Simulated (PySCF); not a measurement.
Assigning NMR signals

Geometry:
| atom | x (Å) | y (Å) | z (Å) |
| --- | --- | --- | --- |
| Si1 | -2.783 | -0.122 | -0.772 |
| C2 | -1.442 | -0.492 | 0.514 |
| P3 | -1.954 | -1.224 | 1.949 |
| C4 | -0.064 | -0.123 | 0.238 |
| C5 | 0.230 | 1.064 | -0.436 |
| C6 | 1.538 | 1.418 | -0.703 |
| C7 | 2.580 | 0.587 | -0.323 |
| C8 | 2.303 | -0.603 | 0.329 |
| C9 | 0.996 | -0.953 | 0.609 |
| H10 | -3.918 | -1.001 | -0.499 |
| H11 | -2.229 | -0.365 | -2.106 |
| H12 | -3.209 | 1.280 | -0.673 |
| H13 | -0.720 | -1.227 | 2.630 |
| H14 | -0.578 | 1.718 | -0.727 |
| H15 | 1.748 | 2.345 | -1.216 |
| H16 | 3.601 | 0.862 | -0.540 |
| H17 | 3.109 | -1.262 | 0.618 |
| H18 | 0.783 | -1.896 | 1.095 |

Level of theory: GFN2-xTB geometry, NMR shieldings at PBE0/pcSseg-1/GIAO, in PySCF 2.14.0 with density-fitted response routines (no solvent, one computed conformer, no relativistic terms, fast rotation and ring inversion assumed for equivalent nuclei).

Shifts are taken against calculated references (same method and geometry level): TMS for ¹³C (σref 186.93) and ¹H (σref 31.72).

(1) Assign these signals to the numbered atoms. ¹³C{¹H} NMR (computed): δ 226.8, 155.3, 134.7, 133.7, 130.8.

(2) Assign these signals to the numbered atoms. ¹H NMR (300 MHz, computed): δ 7.90 (m, 1H), 7.63 (m, 2H), 7.58 (m, 1H), 7.56 (m, 2H), 4.73 (m, 3H).

Results:

(1) 
226.8 → C2, carbon bonded to C, P, Si
155.3 → C4, carbon bonded to 3 C
134.7 → C7, carbon bonded to 2 C, H
133.7 → C6/C8, carbon bonded to 2 C, H
130.8 → C5/C9, carbon bonded to 2 C, H

C7 and C6/C8 lie closer than the usual error of such a calculation, so a measured spectrum could show them in the other order.

(2) 
```tsv
δ (ppm)	atoms	environment	reason
7.90	H13	hydrogen on a phosphorus bonded to C	–
7.63	H15/H17	hydrogen on a carbon bonded to 2 C	–
7.58	H16	hydrogen on a carbon bonded to 2 C	–
7.56	H14/H18	hydrogen on a carbon bonded to 2 C	–
4.73	H10/H11/H12	hydrogen on a silicon bonded to C	–
```

H15/H17 and H16; H16 and H14/H18 lie closer than the usual error of such a calculation, so a measured spectrum could show them in the other order.

Splittings by ³¹P in the carbon and heteronuclear signals aren't shown, as no couplings were computed. Shifts are as computed. Against solution values, carbons near 30 ppm lie about +3 ppm off and those near 130 ppm about +5 ppm. Of 1211 compounds with measured shifts, 218 miss one by over three times the rms of a fit or turn the order of signals round; such compounds aren't used in these exercises. Multiplicities follow the n + 1 count of equivalent neighbours, as no J values were calculated; m marks all less simple cases, F and P coupling included.
